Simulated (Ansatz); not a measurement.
This geometry of BFH$_{3}$Sn (6 atoms, charge 0, multiplicity 2) is a first-order saddle point.

Computed with UKS B3LYP-D4/def2-SVP in Ansatz.

```xyz
6
Properties=species:S:1:pos:R:3
F -0.916 -1.441 0.700
B -0.688 -0.663 -0.336
Sn 0.229 1.388 -0.040
H -0.817 -1.056 -1.467
H 1.322 -0.049 -0.389
H 0.869 1.821 1.532
```

Question: Which two structures does it join? (They come from a converged band through this point; their orientation in space is the band's.)

Answer: Bonds formed: B2–H5.

Initial state:

```xyz
6
Properties=species:S:1:pos:R:3
F -1.431 -1.426 0.813
B -0.710 -0.946 -0.184
Sn 0.370 1.012 0.051
H -0.732 -1.522 -1.249
H 1.659 1.331 -1.050
H 0.844 1.552 1.619
```

Final state:

```xyz
6
Properties=species:S:1:pos:R:3
F -0.606 -1.414 0.738
B -0.279 -0.753 -0.369
Sn 0.131 1.758 -0.133
H -0.852 -0.962 -1.407
H 0.886 -0.264 -0.379
H 0.720 1.635 1.550
```

Question: How far does it lie above each of them?

Answer: 57.6 kJ/mol above the first and 87.0 kJ/mol above the second. This is the barrier of this one path; another mechanism may lie lower.

The run took 3 min on 2 threads of Intel(R) Xeon(R) Platinum 8488C (Sapphire Rapids), on a shared host, peak memory 0.21 GiB.
